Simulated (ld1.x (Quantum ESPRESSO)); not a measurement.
# Pt (Z = 78), TM: configuration errors across variants

ld1.x (Quantum ESPRESSO) 7.5 input, shortened:

```
&input
   title='Pt', zed=78., rel=1, dft='PBE', iswitch=3,
   config='[Xe] 4f14 5d7 6s0 6p0'
 /
 &inputp
   pseudotype=2, tm=.true., lloc=0,
   nlcc=.true.
 /
3
5P  2  1   6.00   0.00  1.00  1.00  0.0
5D  3  2   7.00   0.00  2.05  2.05  0.0
5S  1  0   2.00   0.00  1.10  1.10  0.0
 &test
   configts(1)='5s2 5p6 5d7 6s0 6p0'
 /
```

All-electron excitation energies from the reference (eV): (1) 5s2 5p6 5d9 6s1 6p0 -61.376; (2) 5s2 5p6 5d9 6s0 6p0 -52.182; (3) 5s2 5p6 5d8 6s0 6p0 -32.217; (4) 5s2 5p6 5d9 6s0.5 6p0 -57.683; (5) 5s2 5p6 5d10 6s0 6p0 -61.394; (6) 5s2 5p6 5d8 6s2 6p0 -60.372; (7) 5s2 5p6 5d8 6s1 6p1 -54.808.

The default core radius of the base comes out at 0.75 bohr.

Tests that are not counted but printed errors over 1 eV. “type ultrasoft; waves now 5s (bound): rc 1.10 bohr; 6s (bound): rc 1.10 bohr; 5p (bound): rc 1.00 bohr; 6p (bound): rc 1.00 bohr; 5d (bound): rcut 1.80, rcutus 2.05 bohr; 5d channel at -2.25 Ry: rcut 1.80, rcutus 2.05 bohr; local potential all-electron potential smoothed inside 1.90 bohr (lloc = -2); augmentation built from norm-conserving waves at rcut, not smoothed further”: 5s2 5p6 5d8 6s2 6p0 (solver errors, printed error -9.4 eV).

5 further variants failed, have other tests or another functional or relativity, and are left out.

Errors AE − PS in meV (a dash: test not solved or not reliable):

| change | (1) | (2) | (3) | (4) | (5) | (6) | (7) | bound ghosts |
| --- | --- | --- | --- | --- | --- | --- | --- | --- |
| base | +194 | +8.0 | +5.9 | +111 | +8.0 | +430 | +260 | none |
| core correction a·sin(br)/r model core inside 0.72 bohr | +194 | +8.0 | +6.0 | +111 | +8.0 | +430 | +260 | none |
| type ultrasoft; waves now 5s (bound): rc 1.10 bohr; 6s (bound): rc 1.10 bohr; 5p (bound): rc 1.00 bohr; 6p (bound): rc 1.00 bohr; 5d (bound): rcut 1.80, rcutus 2.05 bohr; 5d channel at -2.25 Ry: rcut 1.80, rcutus 2.05 bohr; local potential all-electron potential smoothed inside 1.90 bohr (lloc = -2); augmentation built from norm-conserving waves at rcut, not smoothed further | -2157 | -84 | -54 | -1193 | -94 | – | -2314 | none |
| all radii but the core radius scaled by about 0.92 (s 1.02, p 0.92, d 1.88 bohr) | +132 | +8.1 | +5.8 | +77 | +8.9 | +287 | +182 | none |
| wave 5s (bound): rc 1.10 bohr becomes 5s (bound): rc 1.24 bohr | +514 | +7.9 | +5.9 | +289 | +7.6 | +1155 | +668 | none |
| wave 5p (bound): rc 1.00 bohr becomes 5p (bound): rc 1.32 bohr | +194 | +8.1 | +6.0 | +111 | +8.1 | +430 | +266 | none |

Question: Give the same row for: wave 5d (bound): rc 2.05 bohr becomes 5d (bound): rc 2.76 bohr.

Answer: +179, +48, +25, +122, +43, +377, +230; bound ghosts: none.
